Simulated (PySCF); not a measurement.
A structure optimised at PBE0-D3(BJ)/def2-SVP, used in a PySCF frequency run:

```xyz
12

Se     0.6507     0.4641     0.3413
O     -0.4733     1.8427    -0.0774
H     -1.0536     1.9650     0.6848
N     -0.2103    -1.0131    -0.2113
C     -1.3355    -1.4933     0.5594
C     -0.3141    -1.2566    -1.6344
H     -2.2834    -0.9808     0.3004
H     -1.4786    -2.5718     0.3753
H     -1.1424    -1.3503     1.6313
H     -0.4525    -2.3363    -1.8156
H     -1.1645    -0.7200    -2.0973
H      0.6089    -0.9356    -2.1349
```
Charge 0, spin multiplicity 1.

**Question.** Write its SMILES and formula.

**Answer.** CN(C)[Se]O, C2H7NOSe

**Question.** What are its rotational constants (standard atomic weights)?

**Answer.** 5.0754, 2.1892, 2.1529 GHz
